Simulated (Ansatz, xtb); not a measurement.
C3H6BrClSi: which of two isomers lies lower

Structure I is `Cl[Si@@H]1CC[C@H]1Br`, a singlet and structure II is `Cl[Si]1(Br)CCC1`, a singlet. Both are isolated molecules in the gas phase, relaxed with B3LYP/def2-SVP.

Quicker runs give these differences E(II) − E(I): GFN2-xTB −1.136 eV; HF/STO-3G −1.494 eV (at GFN2-xTB geometries); r2SCAN-D4/def2-SVP −1.609 eV (at GFN2-xTB geometries).

Q: Estimate E(II) − E(I) at the level CCSD(T)/def2-SVP + ΔMP2/def2-TZVPP.

A: Calculated at CCSD(T)/def2-SVP + ΔMP2/def2-TZVPP: E(II) − E(I) = −1.551 eV, so structure II lies lower.

The same difference at several levels:

```csv
level,geometry,E(II) − E(I) (eV),departure from the last row (eV),"job, with rough time for the two"
GFN2-xTB,GFN2-xTB,−1.136,+0.415,"optimisation, 0.3 s"
HF/STO-3G,GFN2-xTB,−1.494,+0.056,"single point, 0.48 s"
r2SCAN-D4/def2-SVP,GFN2-xTB,−1.609,−0.059,"single point, 4.1 s"
B3LYP/def2-SVP,B3LYP/def2-SVP,−1.531,+0.020,"optimisation, 69 s"
HF/def2-SVP,B3LYP/def2-SVP,−1.616,−0.065,part of the CCSD(T) run
MP2/def2-SVP,B3LYP/def2-SVP,−1.598,−0.047,part of the CCSD(T) run
CCSD(T)/def2-SVP,B3LYP/def2-SVP,−1.538,+0.012,single point
CCSD(T)/def2-SVP + ΔMP2/def2-TZVPP,B3LYP/def2-SVP,−1.551,,"single point, 72 s"
```

As drawn, II has 1 Br–Si, 1 C–H in place of 1 C–Br, 1 Si–H.

The levels shown agree on the order. The largest departure from CCSD(T)/def2-SVP + ΔMP2/def2-TZVPP is that of GFN2-xTB, 0.415 eV. The last row adds to CCSD(T) the change of the MP2 difference between the two basis sets, here −0.012 eV.

With thermal terms from frequencies at re-optimised GFN2-xTB minima (ideal gas, soft modes damped towards free rotors, one conformer each, 298.15 K, 1 atm): the zero-point term adds +0.091 eV; ΔH is −1.456 and ΔG −1.465 eV.

The correlated steps freeze 22 core orbitals; the filled d shell of Br is correlated, in a basis made for valence electrons. Mirror images aren't counted in ΔG. Codes used: Ansatz 0.2.0, xtb 6.7.1; the last row on 4 threads of Arm Neoverse V1 on a shared host.
